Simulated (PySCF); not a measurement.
**I (iodine, neutral): LDA calculation**

Configuration: [Kr] 4d10 5s1 5p6, 2S determinant (an excited configuration). All numbers are calculated (PySCF 2.14, scalar relativity by spin-free X2C-1e, in aug-cc-pVTZ-DK3 (8s7p5d2f, 68 functions)).

```
Total energy                        : -7108.39 hartree
One-electron energy                 : -9748.80 hartree
Hartree (Coulomb) energy            : 2817.11 hartree
Exchange-correlation energy         : -176.70 hartree
⟨S²⟩                                : 0.7516
⟨L²⟩                                : 0.000
Sum of ⟨r⟩                          : 38.27 bohr
Sum of ⟨r²⟩                         : 62.74 bohr²
Langevin diamagnetic susceptibility : -49.7 ×10⁻⁶ cm³/mol
```

```
shell  electrons  mean orbital energy (eV)  rms radius, mean of both spins (bohr)
 1s α          1                  -32873.6                                 0.0311
 1s β          1                  -32873.5                                 0.0311
 2s α          1                   -5082.9                                  0.127
 2s β          1                   -5082.9                                  0.127
 2p α          3                   -4569.7                                  0.113
 2p β          3                   -4569.6                                  0.113
 3s α          1                   -1027.3                                  0.336
 3s β          1                   -1027.2                                  0.336
 3p α          3                   -860.37                                  0.336
 3p β          3                   -860.31                                  0.336
 3d α          5                   -607.56                                  0.314
 3d β          5                   -607.51                                  0.314
 4s α          1                   -181.49                                  0.787
 4s β          1                   -181.37                                  0.787
 4p α          3                   -128.91                                  0.846
 4p β          3                   -128.76                                  0.846
 4d α          5                   -51.827                                  0.997
 4d β          5                   -51.593                                  0.997
 5s α          1                   -18.696                                   2.06
 5p α          3                    -8.046                                   2.61
 5p β          3                    -7.493                                   2.61
```

Densities and radii are taken from the X2C orbitals without a picture-change correction, which distorts them close to the nucleus.
